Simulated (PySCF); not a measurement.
Compound: C7H6.
Geometry (PBE0-D3(BJ)/def2-SVP, Å), atoms numbered from 1 in this order:
```xyz
13
C7H6 angstrom
C      2.7867   -0.1675    0.9293
C      1.7046   -0.6062    0.6017
C      0.4138   -1.1437    0.2232
C      0.0194   -1.2843   -1.2227
C     -0.5639   -0.3175   -0.5752
C     -1.4507    0.8047   -0.4692
C     -1.5810    1.5136    0.6612
H      3.7441    0.2263    1.2152
H      0.0145   -1.8664    0.9541
H      0.2076   -1.8492   -2.1315
H     -2.0266    1.0668   -1.3631
H     -1.0015    1.2573    1.5527
H     -2.2591    2.3679    0.7219
```

The calculation used core-valence-separated Tamm–Dancoff BHandHLYP/aug-pcX-1 (pcseg-1 on H) in PySCF, non-relativistic, gas phase, PBE0-D3(BJ)/def2-SVP geometry. Absolute energies from this functional tend to lie a few eV below measured edges; no shift was applied.

The lowest roots of each edge with f over 0.003 (five at most, numbered afresh; weaker and dark ones are left out), with transition dipoles (au) in the frame of the coordinates:

| root | edge | E (eV) | f | μx | μy | μz |
| --- | --- | --- | --- | --- | --- | --- |
| 1 | C | 282.06 | 0.0608 | -0.0690 | -0.0569 | 0.0283 |
| 2 | C | 282.76 | 0.0523 | 0.0642 | 0.0546 | -0.0212 |
| 3 | C | 282.81 | 0.0493 | 0.0622 | 0.0511 | -0.0251 |
| 4 | C | 283.10 | 0.0538 | -0.0657 | -0.0543 | 0.0220 |
| 5 | C | 283.56 | 0.0752 | 0.0074 | 0.0482 | -0.0919 |

**Question.** Molecules are fixed in this frame and the field points along x. What effective strengths 3 f cos²θ do the roots have (θ between field and μ)?

**Answer.** root 1 (C7): 0.099, root 2 (C4): 0.086, root 3 (C6): 0.080, root 4 (C5): 0.090, root 5 (C1): 0.001. Averaged over all orientations cos²θ is 1/3, which gives f back.

On AMD EPYC 7R13, one thread, no GPU, shared host, this took 18 s of wall time and 1.0 GiB of memory at its peak.

One conformer stands for the species.
